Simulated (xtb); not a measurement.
xtb input:

```bash
xtb mol.xyz --gfn 1 --opt tight --chrg 1 --uhf 0
```
mol.xyz:
```
2

Zn    -0.00000000    -0.00000000    -0.39802834
F      0.00000000     0.00000000     1.32676115
```

Task: Predict the final energy.

Result: -5.37810 Eh (GFN1-xTB).
